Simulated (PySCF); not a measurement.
A structure optimised at PBE-D3(BJ)/def2-SVP, used in a PySCF frequency run:

```
C
O 1 1.3527
H 1 1.1389 2 101.21
C 1 1.5431 3 106.17 2 119.37
H 4 1.1068 1 110.18 3 -62.00
H 4 1.1083 5 109.23 1 -123.02
H 4 1.1094 5 108.16 6 -117.50
C 1 1.5431 3 106.17 2 -119.37
H 8 1.1068 1 110.18 3 62.00
H 8 1.1083 9 109.23 1 123.02
H 8 1.1094 9 108.16 10 117.50
```
Charge 0, spin multiplicity 2.

### Question
Write its SMILES, formula and point group.

### Answer
CC(C)[O], C3H7O, Cs

### Question
What are its rotational constants (standard atomic weights)?

### Answer
9.1472, 7.9814, 4.7892 GHz
